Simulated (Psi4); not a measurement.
Psi4 input (wB97X-D/6-311+G**):

```
memory 1500 MB

molecule {
0 2
C    -1.97147400    0.00614500   -0.66257300
C    -0.75363000   -0.06505600   -1.11008600
C     0.64181400   -0.07852400   -0.75701300
Cl    0.89330900    0.05834200    1.07721600
H    -2.83343500   -0.02014300   -1.32057000
H    -2.16927000    0.09607000    0.40617000
H     1.18428200    0.76444300   -1.17982500
H     1.13190700   -1.00756900   -1.04042000
symmetry c1
no_reorient
no_com
}

set {
  basis 6-311+G**
  reference uks
  scf_type df
  df_basis_scf def2-universal-jkfit
  dft_radial_points 99
  dft_spherical_points 590
  e_convergence 1e-8
  d_convergence 1e-7
  maxiter 150
}

e = energy('wb97x-d')
print_out(f'\nFINAL {e:.10f} DIPOLE {variable("CURRENT DIPOLE")[0]:.6f} {variable("CURRENT DIPOLE")[1]:.6f} {variable("CURRENT DIPOLE")[2]:.6f}\n')
```

From the output:

```
  HONO-1 :   19  A 1.9959691
  HONO-0 :   20  A 1.0000000
  LUNO+0 :   21  A 0.0040309
  LUNO+1 :   22  A 0.0017338
  LUNO+2 :   23  A 0.0003582
  LUNO+3 :   24  A 0.0002375

Computation Completed

Properties will be evaluated at   0.000000,   0.000000,   0.000000 [a0]

Properties computed using the SCF density matrix

 Multipole Moments:

 ------------------------------------------------------------------------------------
     Multipole            Electronic (a.u.)      Nuclear  (a.u.)        Total (a.u.)
 ------------------------------------------------------------------------------------

 L = 1.  Multiply by 2.5417464519 to convert [e a0] to [Debye]
 Dipole X            :         -0.1246003           -0.0000057           -0.1246060
 Dipole Y            :         -0.0438989            0.0000094           -0.0438894
 Dipole Z            :         -0.6046979           -0.0000094           -0.6047073
 Magnitude           :                                                    0.6189700

 ------------------------------------------------------------------------------------

FINAL -576.8206978754 DIPOLE -0.124606 -0.043889 -0.604707

*** Psi4 exiting successfully. Buy a developer a beer!
```

The geometry given is a B3LYP-D3(BJ)/def2-TZVP minimum.
